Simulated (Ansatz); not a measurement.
CH3ClSi, SMILES `C[Si]Cl` (lower singlet) (charge 0, multiplicity 1). This singlet lies 1.63 eV below the relaxed triplet at the level frozen-core CCSD(T)/cc-pVTZ // B3LYP-D3(BJ)/def2-TZVP (Ansatz, an electronic-structure program).

Cartesian coordinates (Å):
```xyz
6

C     -0.6036     0.0145    -0.0276
Si     0.9273    -1.0396    -0.3981
Cl     2.4034     0.3184     0.2581
H     -0.6671     0.2039     1.0499
H     -1.5198    -0.4856    -0.3490
H     -0.5360     0.9909    -0.5171
```
Charge 0, spin multiplicity 1.

Frozen-core energies in cc-pVDZ from Ansatz at a geometry from B3LYP-D3(BJ)/def2-TZVP; the HF reference has <S^2> = 0.00 (restricted, and unstable towards unrestricted orbitals) and the T1 diagnostic is 0.013.

```tsv
level	energy (Ha)	difference from CCSDT(Q) (mHa)
HF	-788.06334	414.42
MP2	-788.42254	55.22
CCSD	-788.46495	12.82
CCSD(T)	-788.47589	1.87
CCSDT	-788.47692	0.84
CCSDT(Q)	-788.47777	0.00
```
